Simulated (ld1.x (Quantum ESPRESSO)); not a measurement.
## An all-electron radial function and its pseudo partner (oxygen)

Columns: radius, all-electron u(r) and pseudo u(r) of the 2s shell (level -58.13 eV) of oxygen in the configuration [He] 2s2 2p2; PBEsol, scalar-relativistic, TM scheme, ld1.x (Quantum ESPRESSO) 7.5.

```
r (bohr)  all-electron   pseudo
   0.050        0.3673  -0.0657
   0.100        0.4639  -0.1303
   0.150        0.4069  -0.1929
   0.200        0.2685  -0.2534
   0.250        0.0930  -0.3127
   0.300       -0.0924  -0.3739
   0.350       -0.2714  -0.4412
   0.400       -0.4352  -0.5193
   0.450       -0.5791  -0.6096
   0.500       -0.7014  -0.7077
   0.550       -0.8018  -0.8021
   0.600       -0.8811  -0.8811
   0.650       -0.9410  -0.9410
   0.700       -0.9833  -0.9833
   0.750       -1.0100  -1.0100
   0.800       -1.0233  -1.0233
   0.850       -1.0251  -1.0251
   0.900       -1.0173  -1.0173
   0.950       -1.0014  -1.0014
   1.000       -0.9791  -0.9791
   1.050       -0.9516  -0.9516
   1.100       -0.9201  -0.9201
   1.150       -0.8855  -0.8855
   1.200       -0.8489  -0.8489
   1.250       -0.8108  -0.8108
   1.300       -0.7720  -0.7720
```

(1) How many radial nodes do the two functions have?

(2) At about which radius was the pseudo-wave matched?

(3) Where does each function peak?

(4) Is the pseudo-wave norm-conserving?

Results:

(1) The all-electron 2s function has n − l − 1 = 1; the pseudo-wave has 0, since the states of the same l below it are removed with the core.

(2) 0.60 bohr, where the columns begin to agree (steps of 0.05 bohr).

(3) Outermost all-electron maximum near 0.85 bohr, pseudo maximum near 0.85 bohr (to the table’s step).

(4) Yes: the TM scheme keeps the norm inside the radius equal to the all-electron one, which fixes the energy derivative of the logarithmic derivative at the level.
